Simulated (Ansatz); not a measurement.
Born–Oppenheimer molecular dynamics of a periodic cell of 17 atoms, Ba16H (host Ba, host structure bcc, interstitial H). It starts from a relaxed structure.

These are results of DFT PBE, scalar-relativistic, plane waves, PAW (Ansatz 0.2.0), not measurements. Settings: accuracy low, cutoff 420 eV, k mesh 1x1x1, fermi-dirac smearing 0.15 eV, no spin polarisation.

```yaml
ensemble: NVT, Langevin thermostat
time_step: 0.5 fs
steps_asked: 300
set_temperature: 600 K
friction: 0.05 /fs
seed: 325404
```

Frames 1 fs apart, positions in Å, forces in eV/Å.

Velocities at 95 fs (Å/ps):

```
Ba -2.87 3.49 2.06
Ba 0.49 1.97 2.93
Ba 2.52 -0.75 -0.61
Ba 0.83 -2.17 2.07
Ba -1.55 -0.67 -0.38
Ba 1.44 0.56 1.63
Ba 3.87 2.18 2.22
Ba -1.24 4.44 0.18
Ba 0.42 0.81 3.93
Ba 0.43 1.81 1.04
Ba -0.34 0.45 0.49
Ba -3.38 1.52 0.40
Ba 1.20 2.15 -1.04
Ba 0.86 1.63 4.04
Ba 1.13 1.84 -1.58
Ba 0.78 1.89 -1.32
H -37.31 20.99 -1.09
```

```xyz
17
Lattice="10.0400 0.0000 0.0000 0.0000 10.0400 0.0000 0.0000 0.0000 10.0400" Properties=species:S:1:pos:R:3:forces:R:3 time_fs=95 energy_less_start_eV=0.393 T=638
Ba 0.052 -0.029 -0.021 0.26 -0.02 -0.06
Ba 4.921 0.261 0.031 0.03 -0.20 -0.15
Ba 0.001 5.191 -0.070 0.24 -0.14 0.14
Ba 0.139 -0.034 5.003 -0.15 0.08 0.05
Ba 2.413 2.662 2.529 -0.06 -0.09 0.05
Ba 5.021 4.948 -0.014 0.06 -0.22 -0.01
Ba 5.085 0.176 5.037 -0.04 -0.14 0.02
Ba 7.610 2.357 2.230 -0.01 0.35 0.23
Ba 0.013 5.097 5.168 0.04 -0.04 -0.35
Ba 2.602 7.618 2.637 -0.12 -0.09 -0.19
Ba 2.417 2.563 7.483 -0.05 -0.03 0.16
Ba 4.922 5.036 5.169 0.30 -0.04 -0.23
Ba 7.571 7.663 2.249 -0.12 -0.18 0.43
Ba 7.643 2.455 7.768 -0.16 0.06 -0.10
Ba 2.551 7.601 7.659 0.00 0.02 -0.23
Ba 7.644 7.437 7.375 -0.26 0.36 0.33
H 6.299 2.338 0.031 0.03 0.33 -0.09
17
Lattice="10.0400 0.0000 0.0000 0.0000 10.0400 0.0000 0.0000 0.0000 10.0400" Properties=species:S:1:pos:R:3:forces:R:3 time_fs=96 energy_less_start_eV=0.393 T=587
Ba 0.049 -0.026 -0.020 0.27 -0.03 -0.06
Ba 4.921 0.263 0.034 0.02 -0.20 -0.15
Ba 0.003 5.190 -0.071 0.24 -0.14 0.14
Ba 0.139 -0.036 5.006 -0.15 0.09 0.05
Ba 2.411 2.661 2.529 -0.06 -0.09 0.06
Ba 5.022 4.949 -0.013 0.05 -0.22 -0.01
Ba 5.089 0.179 5.039 -0.05 -0.14 0.02
Ba 7.609 2.361 2.230 -0.03 0.35 0.21
Ba 0.014 5.097 5.172 0.04 -0.04 -0.35
Ba 2.603 7.619 2.638 -0.12 -0.09 -0.19
Ba 2.416 2.563 7.483 -0.04 -0.03 0.16
Ba 4.918 5.037 5.170 0.31 -0.04 -0.23
Ba 7.572 7.665 2.248 -0.12 -0.18 0.43
Ba 7.644 2.456 7.771 -0.17 0.07 -0.10
Ba 2.552 7.603 7.658 0.00 0.02 -0.23
Ba 7.645 7.439 7.373 -0.26 0.36 0.33
H 6.265 2.357 0.027 0.07 0.33 -0.07
17
Lattice="10.0400 0.0000 0.0000 0.0000 10.0400 0.0000 0.0000 0.0000 10.0400" Properties=species:S:1:pos:R:3:forces:R:3 time_fs=97 energy_less_start_eV=0.394 T=560
Ba 0.048 -0.023 -0.018 0.28 -0.03 -0.06
Ba 4.921 0.266 0.037 0.02 -0.20 -0.16
Ba 0.005 5.190 -0.071 0.23 -0.14 0.15
Ba 0.139 -0.038 5.008 -0.15 0.10 0.04
Ba 2.410 2.660 2.530 -0.06 -0.09 0.06
Ba 5.023 4.950 -0.012 0.05 -0.21 -0.02
Ba 5.093 0.181 5.043 -0.05 -0.14 0.01
Ba 7.606 2.365 2.229 -0.03 0.35 0.20
Ba 0.015 5.098 5.175 0.04 -0.04 -0.36
Ba 2.605 7.620 2.639 -0.13 -0.09 -0.19
Ba 2.414 2.563 7.482 -0.04 -0.03 0.17
Ba 4.915 5.038 5.170 0.32 -0.05 -0.23
Ba 7.574 7.668 2.247 -0.12 -0.18 0.43
Ba 7.645 2.455 7.774 -0.18 0.07 -0.10
Ba 2.552 7.604 7.657 0.00 0.02 -0.22
Ba 7.646 7.441 7.372 -0.26 0.36 0.34
H 6.240 2.376 0.025 0.10 0.32 -0.06
17
Lattice="10.0400 0.0000 0.0000 0.0000 10.0400 0.0000 0.0000 0.0000 10.0400" Properties=species:S:1:pos:R:3:forces:R:3 time_fs=98 energy_less_start_eV=0.391 T=613
Ba 0.047 -0.020 -0.017 0.28 -0.04 -0.06
Ba 4.919 0.268 0.040 0.03 -0.19 -0.16
Ba 0.007 5.189 -0.071 0.23 -0.13 0.15
Ba 0.138 -0.040 5.011 -0.15 0.10 0.04
Ba 2.408 2.660 2.531 -0.06 -0.08 0.06
Ba 5.022 4.952 -0.011 0.04 -0.21 -0.02
Ba 5.096 0.183 5.047 -0.06 -0.15 0.01
Ba 7.604 2.369 2.229 -0.04 0.35 0.19
Ba 0.015 5.098 5.178 0.04 -0.05 -0.37
Ba 2.607 7.622 2.639 -0.13 -0.08 -0.18
Ba 2.412 2.563 7.481 -0.04 -0.03 0.17
Ba 4.911 5.039 5.170 0.32 -0.05 -0.23
Ba 7.576 7.670 2.246 -0.12 -0.18 0.44
Ba 7.646 2.453 7.777 -0.19 0.08 -0.10
Ba 2.551 7.605 7.657 0.00 0.02 -0.22
Ba 7.648 7.442 7.370 -0.26 0.36 0.34
H 6.216 2.407 0.021 0.11 0.28 -0.05
17
Lattice="10.0400 0.0000 0.0000 0.0000 10.0400 0.0000 0.0000 0.0000 10.0400" Properties=species:S:1:pos:R:3:forces:R:3 time_fs=99 energy_less_start_eV=0.388 T=545
Ba 0.047 -0.018 -0.015 0.28 -0.04 -0.06
Ba 4.918 0.271 0.043 0.04 -0.16 -0.17
Ba 0.008 5.188 -0.072 0.23 -0.13 0.15
Ba 0.137 -0.042 5.013 -0.15 0.11 0.03
Ba 2.406 2.660 2.531 -0.06 -0.08 0.07
Ba 5.022 4.952 -0.010 0.03 -0.20 -0.03
Ba 5.099 0.184 5.051 -0.06 -0.15 0.00
Ba 7.603 2.373 2.229 -0.04 0.34 0.19
Ba 0.015 5.098 5.182 0.04 -0.05 -0.37
Ba 2.609 7.623 2.639 -0.14 -0.08 -0.18
Ba 2.409 2.562 7.480 -0.03 -0.03 0.17
Ba 4.907 5.039 5.169 0.33 -0.04 -0.22
Ba 7.579 7.672 2.245 -0.13 -0.18 0.44
Ba 7.647 2.452 7.780 -0.20 0.08 -0.10
Ba 2.549 7.607 7.657 0.00 0.02 -0.22
Ba 7.649 7.443 7.369 -0.26 0.36 0.35
H 6.203 2.442 0.014 0.11 0.23 -0.03
17
Lattice="10.0400 0.0000 0.0000 0.0000 10.0400 0.0000 0.0000 0.0000 10.0400" Properties=species:S:1:pos:R:3:forces:R:3 time_fs=100 energy_less_start_eV=0.385 T=543
Ba 0.046 -0.015 -0.013 0.29 -0.04 -0.06
Ba 4.917 0.274 0.045 0.06 -0.13 -0.17
Ba 0.010 5.187 -0.072 0.22 -0.13 0.15
Ba 0.138 -0.043 5.015 -0.15 0.11 0.03
Ba 2.405 2.659 2.532 -0.06 -0.08 0.07
Ba 5.021 4.953 -0.009 0.03 -0.19 -0.03
Ba 5.101 0.186 5.055 -0.07 -0.15 -0.01
Ba 7.601 2.377 2.230 -0.05 0.34 0.18
Ba 0.015 5.098 5.184 0.04 -0.05 -0.38
Ba 2.611 7.625 2.638 -0.14 -0.08 -0.18
Ba 2.407 2.561 7.480 -0.03 -0.03 0.17
Ba 4.904 5.038 5.168 0.34 -0.04 -0.22
Ba 7.581 7.674 2.243 -0.13 -0.18 0.44
Ba 7.648 2.451 7.783 -0.20 0.09 -0.11
Ba 2.547 7.609 7.657 0.01 0.02 -0.22
Ba 7.650 7.444 7.368 -0.26 0.36 0.35
H 6.195 2.476 0.003 0.11 0.18 -0.01
17
Lattice="10.0400 0.0000 0.0000 0.0000 10.0400 0.0000 0.0000 0.0000 10.0400" Properties=species:S:1:pos:R:3:forces:R:3 time_fs=101 energy_less_start_eV=0.385 T=685
Ba 0.047 -0.013 -0.010 0.29 -0.04 -0.07
Ba 4.917 0.277 0.048 0.07 -0.11 -0.17
Ba 0.011 5.187 -0.071 0.22 -0.13 0.15
Ba 0.138 -0.044 5.017 -0.15 0.12 0.02
Ba 2.404 2.658 2.533 -0.06 -0.08 0.07
Ba 5.019 4.954 -0.008 0.02 -0.17 -0.03
Ba 5.104 0.187 5.060 -0.07 -0.14 -0.02
Ba 7.600 2.381 2.230 -0.05 0.34 0.17
Ba 0.016 5.098 5.188 0.04 -0.05 -0.39
Ba 2.613 7.628 2.635 -0.14 -0.08 -0.17
Ba 2.404 2.560 7.480 -0.02 -0.03 0.18
Ba 4.901 5.038 5.167 0.34 -0.04 -0.22
Ba 7.583 7.676 2.242 -0.13 -0.18 0.44
Ba 7.650 2.450 7.787 -0.21 0.09 -0.12
Ba 2.546 7.610 7.658 0.01 0.03 -0.22
Ba 7.651 7.446 7.367 -0.27 0.36 0.36
H 6.184 2.510 -0.007 0.11 0.12 0.01
17
Lattice="10.0400 0.0000 0.0000 0.0000 10.0400 0.0000 0.0000 0.0000 10.0400" Properties=species:S:1:pos:R:3:forces:R:3 time_fs=102 energy_less_start_eV=0.388 T=749
Ba 0.048 -0.012 -0.007 0.29 -0.04 -0.07
Ba 4.916 0.281 0.050 0.08 -0.10 -0.18
Ba 0.014 5.188 -0.071 0.22 -0.13 0.15
Ba 0.138 -0.045 5.019 -0.15 0.12 0.02
Ba 2.402 2.656 2.533 -0.06 -0.07 0.08
Ba 5.016 4.953 -0.007 0.02 -0.15 -0.04
Ba 5.107 0.188 5.065 -0.07 -0.14 -0.03
Ba 7.600 2.386 2.231 -0.06 0.34 0.16
Ba 0.016 5.099 5.191 0.04 -0.05 -0.39
Ba 2.615 7.631 2.632 -0.15 -0.08 -0.16
Ba 2.402 2.560 7.480 -0.02 -0.03 0.18
Ba 4.898 5.037 5.167 0.35 -0.04 -0.21
Ba 7.586 7.677 2.241 -0.14 -0.18 0.44
Ba 7.651 2.449 7.791 -0.21 0.10 -0.13
Ba 2.545 7.611 7.658 0.01 0.03 -0.22
Ba 7.652 7.448 7.366 -0.27 0.35 0.36
H 6.171 2.543 -0.020 0.12 0.07 0.03
17
Lattice="10.0400 0.0000 0.0000 0.0000 10.0400 0.0000 0.0000 0.0000 10.0400" Properties=species:S:1:pos:R:3:forces:R:3 time_fs=103 energy_less_start_eV=0.392 T=694
Ba 0.048 -0.010 -0.003 0.29 -0.04 -0.08
Ba 4.915 0.285 0.051 0.09 -0.08 -0.18
Ba 0.017 5.189 -0.070 0.21 -0.13 0.15
Ba 0.139 -0.046 5.021 -0.15 0.12 0.01
Ba 2.402 2.654 2.533 -0.06 -0.07 0.08
Ba 5.013 4.954 -0.005 0.01 -0.12 -0.04
Ba 5.110 0.189 5.071 -0.08 -0.14 -0.04
Ba 7.600 2.390 2.232 -0.06 0.34 0.16
Ba 0.016 5.099 5.194 0.04 -0.05 -0.40
Ba 2.616 7.634 2.630 -0.15 -0.08 -0.15
Ba 2.399 2.560 7.479 -0.02 -0.03 0.18
Ba 4.894 5.036 5.167 0.36 -0.03 -0.21
Ba 7.589 7.679 2.240 -0.14 -0.18 0.45
Ba 7.653 2.448 7.794 -0.21 0.11 -0.13
Ba 2.544 7.611 7.659 0.01 0.03 -0.22
Ba 7.653 7.450 7.366 -0.27 0.35 0.37
H 6.160 2.572 -0.027 0.14 0.01 0.05
17
Lattice="10.0400 0.0000 0.0000 0.0000 10.0400 0.0000 0.0000 0.0000 10.0400" Properties=species:S:1:pos:R:3:forces:R:3 time_fs=104 energy_less_start_eV=0.399 T=695
Ba 0.049 -0.009 0.000 0.29 -0.04 -0.08
Ba 4.915 0.289 0.053 0.10 -0.07 -0.18
Ba 0.019 5.190 -0.068 0.21 -0.13 0.15
Ba 0.139 -0.046 5.023 -0.15 0.13 0.01
Ba 2.402 2.651 2.533 -0.06 -0.07 0.08
Ba 5.011 4.954 -0.004 0.00 -0.09 -0.04
Ba 5.112 0.189 5.077 -0.08 -0.14 -0.04
Ba 7.601 2.394 2.233 -0.07 0.34 0.15
Ba 0.016 5.100 5.196 0.04 -0.05 -0.40
Ba 2.618 7.638 2.627 -0.15 -0.09 -0.15
Ba 2.397 2.560 7.478 -0.01 -0.03 0.19
Ba 4.890 5.035 5.167 0.36 -0.03 -0.21
Ba 7.593 7.680 2.239 -0.15 -0.18 0.45
Ba 7.654 2.447 7.797 -0.22 0.11 -0.13
Ba 2.544 7.610 7.659 0.01 0.04 -0.21
Ba 7.655 7.452 7.366 -0.27 0.34 0.37
H 6.144 2.605 -0.031 0.16 -0.05 0.06
17
Lattice="10.0400 0.0000 0.0000 0.0000 10.0400 0.0000 0.0000 0.0000 10.0400" Properties=species:S:1:pos:R:3:forces:R:3 time_fs=105 energy_less_start_eV=0.409 T=594
Ba 0.050 -0.008 0.003 0.29 -0.04 -0.08
Ba 4.914 0.292 0.055 0.11 -0.05 -0.19
Ba 0.021 5.192 -0.066 0.20 -0.14 0.14
Ba 0.140 -0.046 5.025 -0.16 0.13 0.01
Ba 2.401 2.648 2.533 -0.06 -0.06 0.09
Ba 5.009 4.954 -0.002 -0.02 -0.05 -0.05
Ba 5.114 0.189 5.081 -0.08 -0.14 -0.05
Ba 7.601 2.398 2.233 -0.08 0.34 0.15
Ba 0.016 5.101 5.197 0.04 -0.05 -0.41
Ba 2.619 7.641 2.625 -0.15 -0.09 -0.14
Ba 2.394 2.561 7.477 -0.01 -0.03 0.19
Ba 4.886 5.034 5.168 0.37 -0.03 -0.21
Ba 7.595 7.681 2.237 -0.15 -0.18 0.45
Ba 7.656 2.446 7.800 -0.22 0.12 -0.14
Ba 2.544 7.609 7.660 0.01 0.05 -0.21
Ba 7.658 7.455 7.365 -0.27 0.34 0.37
H 6.130 2.642 -0.044 0.19 -0.12 0.07
17
Lattice="10.0400 0.0000 0.0000 0.0000 10.0400 0.0000 0.0000 0.0000 10.0400" Properties=species:S:1:pos:R:3:forces:R:3 time_fs=106 energy_less_start_eV=0.423 T=621
Ba 0.052 -0.007 0.005 0.29 -0.04 -0.08
Ba 4.913 0.296 0.057 0.12 -0.04 -0.19
Ba 0.023 5.194 -0.065 0.20 -0.14 0.14
Ba 0.140 -0.046 5.027 -0.16 0.13 0.00
Ba 2.401 2.645 2.534 -0.06 -0.05 0.09
Ba 5.008 4.956 0.001 -0.04 -0.01 -0.05
Ba 5.116 0.190 5.084 -0.09 -0.14 -0.06
Ba 7.601 2.403 2.233 -0.08 0.34 0.14
Ba 0.017 5.102 5.199 0.04 -0.05 -0.41
Ba 2.622 7.644 2.623 -0.15 -0.09 -0.13
Ba 2.391 2.562 7.477 0.00 -0.03 0.20
Ba 4.882 5.033 5.168 0.38 -0.03 -0.21
Ba 7.598 7.681 2.236 -0.16 -0.17 0.46
Ba 7.658 2.444 7.803 -0.23 0.13 -0.15
Ba 2.544 7.608 7.661 0.01 0.05 -0.22
Ba 7.660 7.456 7.365 -0.28 0.34 0.38
H 6.118 2.676 -0.062 0.21 -0.20 0.10
```

Of the whole run (150 fs, mean temperature of the second half 611 K): A run of 0.15 ps of so small a system gives no equilibrium averages. Limits of this set-up: coarse k mesh, odd electron count without spin, a small cell, in which the defect meets its images, a typed lattice constant that wasn't relaxed here, low accuracy level.

The run took 11 min on 2 threads of Intel(R) Xeon(R) Platinum 8375C CPU @ 2.90GHz (Ice Lake), with other jobs on the host, peak memory 0.91 GiB.
